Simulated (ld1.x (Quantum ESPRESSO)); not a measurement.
Fe: one change to a PAW potential, before and after

```json
{"Element": "Fe (Z = 26)", "Generator": "ld1.x (Quantum ESPRESSO) 7.5", "Type": "PAW", "Functional": "PBE", "Relativity": "scalar-relativistic", "Frozen core": "[Ne]", "Valence charge": "16", "Reference configuration": "3s2 3p6 3d5 4s0 4p0 (charge +3)", "Partial waves": "3s (bound): rcut 1.05, rcutus 1.30 bohr; 4s (bound, empty): rcut 1.05, rcutus 1.30 bohr; 3p (bound): rcut 1.25, rcutus 1.50 bohr; 4p (bound, empty): rcut 1.25, rcutus 1.50 bohr; 3d (bound): rcut 1.05, rcutus 1.35 bohr; 3d channel at -2.75 Ry: rcut 1.05, rcutus 1.35 bohr", "Local potential": "all-electron potential smoothed inside 1.20 bohr (lloc = -2)", "Core correction": "a·sin(br)/r model core, default radius (core density twice the valence density)", "Augmentation charge": "PSQ, inside the norm-conserving radii"}
```

All-electron outer shells of the reference configuration (PBE, scalar-relativistic, ld1.x):

```json
{"shell": "2p", "level (eV)": "-736.64", "outermost node (bohr)": "–", "outermost maximum (bohr)": "0.18"}
{"shell": "3s", "level (eV)": "-131.17", "outermost node (bohr)": "0.33", "outermost maximum (bohr)": "0.70"}
{"shell": "3p", "level (eV)": "-96.96", "outermost node (bohr)": "0.30", "outermost maximum (bohr)": "0.71"}
{"shell": "3d", "level (eV)": "-43.22", "outermost node (bohr)": "–", "outermost maximum (bohr)": "0.70"}
{"shell": "4s", "level (eV)": "-31.30", "outermost node (bohr)": "0.98", "outermost maximum (bohr)": "2.02"}
{"shell": "4p", "level (eV)": "-24.13", "outermost node (bohr)": "1.05", "outermost maximum (bohr)": "2.29"}
```

Change: waves 3s (bound): rcut 1.05, rcutus 1.92 bohr; 4s (bound): rcut 1.05, rcutus 1.92 bohr.

Cutoffs: the cutoffs (Ry, on a coarse ladder) from which the occupation-weighted sum of valence levels, in a spherical-Bessel basis at the reference potential, stays within 10 and 1 mRy of its value at 400 Ry; they do not see the model core or the augmentation charge, which bear on the density cutoff. Errors are all-electron minus pseudo energies relative to the spin-unpolarised reference configuration.

Problem. What does the change do?

Solution. The potential gets neither clearly harder nor softer (60 Ry and 100 Ry → 60 Ry and 100 Ry); the d channel sets the loose cutoff, while the largest relative change is in s, which becomes softer; the number of tests that count goes from 6 to 0 (the test run of the changed file stopped, so its transferability is not established); neither file shows a bound ghost at the reference potential, the only one tested.

| quantity | base | changed |
| --- | --- | --- |
| cutoff, loose | 60 Ry | 60 Ry |
| cutoff, tight | 100 Ry | 100 Ry |
| loose cutoff by channel (10 mRy a level) | s 30 Ry, p 30 Ry, d 50 Ry | s 15 Ry, p 30 Ry, d 50 Ry |
| bound ghosts | none | none |
| tests counted (converged, no solver errors) | 6 of 7 | 0 of 7 (the test run stopped) |
| lowest overlap eigenvalue by channel | s 0.15, p 0.11, d 0.88 | s 0.59, p 0.11, d 0.88 |

Base: Tests not counted: 3s2 3p6 3d6 4s2 4p0 (solver errors, printed error +4.3 meV).
